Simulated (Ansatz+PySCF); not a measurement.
The numbers below are computed, except where a source is named.
# Several solutions for singlet O(2-)

A single O atom.

Basis set: aug-cc-pVDZ (spherical functions). Charge -2, multiplicity 1.

UHF was run from several starts with Ansatz (development build ahead of 0.2.0) and PySCF 2.14.0.

| run | program | start | converged | energy (hartree) | <S²> |
| --- | --- | --- | --- | --- | --- |
| A | PySCF | guess huckel, instabilities followed | yes | -74.44159 | 0.55 |
| B | PySCF | program defaults | yes | -74.43570 | 0.00 |
| C | Ansatz | stability test followed | yes | -74.44159 | 0.55 |
| D | PySCF | guess minao, instabilities followed | yes | -74.44159 | 0.55 |
| E | Ansatz | atomic start, no search | yes | -74.43570 | 0.00 |
| F | PySCF | guess 1e, instabilities followed | yes | -74.44159 | 0.55 |
| G | Ansatz | search for the lowest state | yes | -74.44159 | 0.55 |
| H | PySCF | guess atom, instabilities followed | yes | -74.44159 | 0.55 |

Problem. Which runs reached the lowest solution of this kind, and what is wrong with the others?

Solution. A, C, D, F, G, H reached the lowest solution found. Converged but too high: B by 0.16 eV, E by 0.16 eV. Convergence only shows a stationary point, and even a stable one can lie too high; stability tests and further starts are what find lower ones. Caution: the unrestricted determinant is spin contaminated.
